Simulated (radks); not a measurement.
Values are calculated unless marked as measured or tabulated.
Trend from Zr+ to Cd+: ionisation energy by Delta-SCF between NIST ground configurations, and size. Code: a radial shooting solver on a logarithmic mesh with Libxc functionals. Model: scalar-relativistic Kohn-Sham, r2SCAN, spin-polarised, spherical densities, finite nucleus; open shells are filled with parallel spins first (spin-orbit coupling, left out, can overturn this in heavy ions); meta-GGA in the generalised Kohn-Sham scheme; Fermi nuclear charge, rms radius of each element as measured or else 0.836 A^(1/3) + 0.57 fm.

species	configuration	IE (eV)	NIST (eV)	kind	-e(HOMO) (eV)	outermost	<r> outermost (bohr)
Zr+	[Kr] 4d2 5s1	13.339	13.130	exp.	10.645 (4d)	5s	3.36
Nb+	[Kr] 4d4	14.953	14.320	semi-emp.	10.192 (4d)	4d	2.01
Mo+	[Kr] 4d5	16.710	16.2	semi-emp.	11.589 (4d)	4d	1.85
Tc+	[Kr] 4d5 5s1	15.516	15.260	semi-emp.	12.427 (5s)	5s	2.93
Ru+	[Kr] 4d7	16.200	16.8	semi-emp.	10.968 (4d)	4d	1.67
Rh+	[Kr] 4d8	18.239	18.080	semi-emp.	12.633 (4d)	4d	1.55
Pd+	[Kr] 4d9	20.181	19.4	semi-emp.	14.233 (4d)	4d	1.46
Ag+	[Kr] 4d10	22.060	21.484	exp.	15.788 (4d)	4d	1.38
Cd+	[Kr] 4d10 5s1	17.115	16.908	exp.	13.715 (5s)	5s	2.63

Reference values: NIST Atomic Spectra Database (exp. = measured, semi-emp. = semi-empirical, theory = theoretical value adopted there). Open shells are spherical and high-spin; term and fine-structure splittings are not resolved.
